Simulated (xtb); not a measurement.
Mg(Br)(Me) (CH3BrMg), SMILES [CH3][Mg][Br]. All values are semi-empirical tight-binding results from xtb (GFN2-xTB unless named), good for trends rather than for accurate numbers. Geometry optimised at GFN2-xTB.

Optimised geometry:

```xyz
6

Mg    -0.2504    -0.9635     0.7267
Br     0.5850     0.6577    -0.7942
C     -1.8393    -1.2646     2.0414
H     -2.4896    -2.0801     1.7387
H     -2.4208    -0.3428     2.0246
H     -1.5252    -1.4479     3.0644
```
Charge 0, spin multiplicity 1.

The geometry has at least one imaginary mode, so it is a saddle point at that level.

For metal compounds this method's bond lengths and energies can be far off.

| Quantity | Result |
|---|---|
| orbital gap | 2.92 eV |

Computed atomic charges and the Wiberg bond orders between heavy atoms:
charges (e) Mg1 0.45, Br2 -0.33, C3 -0.23, H4 0.04, H5 0.04, H6 0.04. Bond orders Mg1–Br2 0.98, Mg1–C3 0.88.
